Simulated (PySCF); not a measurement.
Relaxation of singlet MnH₇

Computed with PBE0/[Mn def2-TZVP, H def2-TZVP], no relativity, density fitting, PySCF. A (50,194) grid was used.

A start at or just off a symmetric point, pushed along the force that breaks its symmetry, of Cs symmetry, free to break it:

Coordinates in bohr (charge 0 multiplicity 1):
```
Mn   -0.0136   -0.0117    0.0000
H     0.1753    0.1241    3.1118
H     0.1753    0.1241   -3.1118
H     3.0165    0.0839    0.0000
H     1.0143    2.8826    0.0000
H    -2.3256    1.8349    0.0000
H    -2.3282   -1.6758    0.0000
H     1.0163   -2.7385    0.0000
```

Task: What forces act on the atoms at the start (eV/Å)?

Result: 
```csv
atom,Fx,Fy,Fz
Mn1,-1.65,-0.55,0.00
H2,1.58,1.08,-0.57
H3,1.58,1.08,0.57
H4,-0.72,0.15,0.00
H5,-0.15,-0.94,0.00
H6,-0.08,0.12,0.00
H7,-0.76,-0.55,0.00
H8,0.21,-0.40,0.00
```

Task: What does it relax to?

Result: It ends at C1 with H–H 0.868 Å, H–H 0.886 Å (×2), Mn–H 1.575 Å, Mn–H 1.579 Å, Mn–H 1.584 Å, Mn–H 1.613 Å, Mn–H 1.627 Å, Mn–H 1.644 Å, Mn–H 1.669 Å; H–H–Mn 71.3°, H–H–Mn 71.8°, H–H–Mn 73.2°, H–H–Mn 76.0°, H–H–Mn 76.5° (×2), H–Mn–H 30.4°, H–Mn–H 32.1° (×2), H–Mn–H 64.2°, H–Mn–H 71.0°, H–Mn–H 73.3°, H–Mn–H 81.7°, H–Mn–H 85.3° (×2), H–Mn–H 88.8°, H–Mn–H 94.3° (×2), H–Mn–H 95.7°, H–Mn–H 97.3°, H–Mn–H 102.9°, H–Mn–H 105.5°, H–Mn–H 112.8°, H–Mn–H 116.2°, H–Mn–H 126.0°, H–Mn–H 161.3°, H–Mn–H 163.5° (after a last refinement on a finer grid). A frequency run shows a minimum. Other isomers or separated fragments may lie lower.

Task: How much energy is released, and in how many steps?

Result: 624.0 kJ/mol in 42 steps.

Stability towards spin polarisation was not tested.

The relaxation took about 3 core-minutes on a shared host.
